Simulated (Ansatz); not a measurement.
B(NH3)Et3 (C6H18BN). Charge 0, multiplicity 3. Geometry PBE-D4/def2-SVP, that of the neutral singlet; atoms count from 1.

```xyz
26

B    -0.020    0.092   -0.038
N     0.302   -1.422    0.593
H    -0.166   -1.548    1.502
H     1.315   -1.553    0.734
H    -0.030   -2.163   -0.043
C     0.554    0.041   -1.569
C    -0.124   -0.947   -2.530
H     1.653   -0.156   -1.572
H     0.459    1.069   -1.988
H     0.334   -0.958   -3.542
H    -0.072   -2.002   -2.168
H    -1.202   -0.720   -2.663
C     0.789    1.133    0.932
C     2.321    1.024    0.938
H     0.421    1.059    1.983
H     0.506    2.162    0.613
H     2.807    1.732    1.642
H     2.678    0.009    1.240
H     2.753    1.215   -0.066
C    -1.647    0.248    0.047
C    -2.268    0.258    1.451
H    -2.151   -0.541   -0.561
H    -1.910    1.200   -0.467
H    -3.376    0.332    1.439
H    -2.036   -0.669    2.030
H    -1.892    1.104    2.063
```

At PBE0-D4/def2-TZVP a singlet of charge 0 lies 6.14 eV below the triplet at the same geometry.

(1) Estimate the Mulliken populations from the PBE0/def2-TZVP orbitals of Ansatz.

(2) Where does the spin sit?

(3) And the Mayer bond orders between bonded heavy atoms (over 0.3)?

Answers

(1) 
| atom | charge (e) | spin (α − β) |
| --- | --- | --- |
| B1 | -0.36 | 0.47 |
| N2 | 0.20 | -0.51 |
| H3 | -0.07 | 0.39 |
| H4 | -0.03 | 0.35 |
| H5 | -0.04 | 0.35 |
| C6 | -0.18 | 0.06 |
| C7 | -0.25 | -0.12 |
| H8 | 0.12 | 0.09 |
| H9 | 0.10 | 0.02 |
| H10 | 0.12 | 0.03 |
| H11 | 0.04 | 0.10 |
| H12 | 0.10 | 0.03 |
| C13 | -0.17 | 0.06 |
| C14 | -0.27 | -0.06 |
| H15 | 0.09 | 0.04 |
| H16 | 0.10 | 0.03 |
| H17 | 0.13 | 0.04 |
| H18 | 0.05 | 0.10 |
| H19 | 0.11 | 0.02 |
| C20 | -0.09 | 0.28 |
| C21 | -0.19 | -0.16 |
| H22 | 0.10 | 0.09 |
| H23 | 0.12 | 0.03 |
| H24 | 0.13 | 0.08 |
| H25 | 0.02 | 0.15 |
| H26 | 0.12 | 0.03 |
Mulliken values and Mayer orders depend strongly on the basis.

(2) Summed by element: B 0.47, N -0.51, H 1.97, C 0.07, of 2 unpaired in all. Largest on single atoms: N2 -0.51, B1 0.47, H3 0.39.

(3) B1–N2 0.47 (1.67 Å); B1–C6 0.93 (1.64 Å); B1–C13 0.91 (1.64 Å); B1–C20 0.67 (1.64 Å); C6–C7 1.01 (1.54 Å); C13–C14 0.98 (1.54 Å); C20–C21 1.06 (1.54 Å).
